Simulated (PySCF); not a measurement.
One entry of a table of gas-phase calculations, keyed by method. Lists by class give the value and the number of equivalent atoms.

```json
{
 "formula": "C7H13NSi2",
 "smiles": "C#C[Si@@](N)(CC)[SiH2]C#CC",
 "charge": 0,
 "multiplicity": 1,
 "geometry_level": "GFN2-xTB",
 "atoms_angstrom": [
  ["C", -1.421, 2.666, -0.413],
  ["C", -1.182, 1.495, -0.278],
  ["Si", -0.793, -0.32, -0.056],
  ["N", -0.37, -0.719, 1.576],
  ["C", -2.441, -1.216, -0.417],
  ["C", -3.594, -0.745, 0.46],
  ["Si", 0.974, -0.967, -1.397],
  ["C", 2.505, -0.115, -0.816],
  ["C", 3.486, 0.457, -0.412],
  ["C", 4.669, 1.141, 0.065],
  ["H", -1.634, 3.69, -0.536],
  ["H", -1.055, -0.617, 2.308],
  ["H", 0.537, -0.45, 1.92],
  ["H", -2.71, -1.059, -1.463],
  ["H", -2.311, -2.292, -0.287],
  ["H", -3.742, 0.327, 0.349],
  ["H", -4.522, -1.25, 0.192],
  ["H", -3.39, -0.953, 1.508],
  ["H", 1.272, -2.408, -1.366],
  ["H", 0.796, -0.592, -2.808],
  ["H", 4.839, 2.042, -0.524],
  ["H", 4.543, 1.423, 1.111],
  ["H", 5.54, 0.491, -0.023]
 ],
 "electronic_structure_code": "PySCF",
 "results": {
  "GFN2-xTB geometry": {
   "point_group": "C1",
   "rotational_constants_GHz": [1.527, 0.474, 0.432]
  },
  "PBE0/pcSseg-1 ground state and GIAO shieldings, non-relativistic": {
   "dipole_D": 1.88,
   "homo_eV": -7.21,
   "lumo_eV": -0.2,
   "shift_vs_computed_TMS_C_by_class_ppm": [
    [114.9, 1],
    [101.6, 1],
    [93.0, 1],
    [78.0, 1],
    [12.3, 1],
    [9.4, 1],
    [6.4, 1]
   ],
   "shift_vs_computed_TMS_H_by_class_ppm": [
    [4.24, 1],
    [4.2, 1],
    [2.1, 3],
    [1.98, 1],
    [1.27, 3],
    [0.77, 2],
    [0.71, 1],
    [0.55, 1]
   ],
   "shielding_other_nuclei_by_class_ppm": [
    ["N", 250.9, 1],
    ["Si", 382.9, 1],
    ["Si", 450.9, 1]
   ],
   "charges_hirshfeld_e_by_atom": [-0.1, -0.16, 0.35, -0.31, -0.16, -0.12, 0.25, -0.19, -0.03, -0.09, 0.09, 0.12, 0.11, 0.04, 0.04, 0.03, 0.04, 0.04, -0.07, -0.07, 0.06, 0.06, 0.06]
  }
 }
}
```

With B = h/(8π²I), that is 505.379 GHz u Å² over I, the principal moments of inertia are 331.1, 1066.0 and 1171.2 u Å² (most abundant isotopes). The dipole matches unit charges of opposite sign 0.39 Å apart (1 e·Å = 4.8032 D). A dipole of 1.88 D is allowed in C1, and pure rotational transitions are dipole-allowed. The rotational constants make it an asymmetric top with κ = (2B − A − C)/(A − C) = -0.92, nearer the prolate limit (−1).

One conformer (not necessarily the lowest) at the GFN2-xTB geometry, without solvent or vibrations. NMR classes are plain means over equivalent atoms (diastereotopic ones count apart unless rotation or inversion swaps them), as if these changed places fast; in this geometry the members of some classes differ.

Shape of the structure used: `[CH:1]#[C:2][Si@@:3]([NH2:4])([CH2:5][CH3:6])[SiH2:7][C:8]#[C:9][CH3:10]`: C2–Si3–C5–C6 -56°, C2–Si3–Si7–C8 66°, H–N4–Si3–C2 64°, H–N4–Si3–C2 -74°.
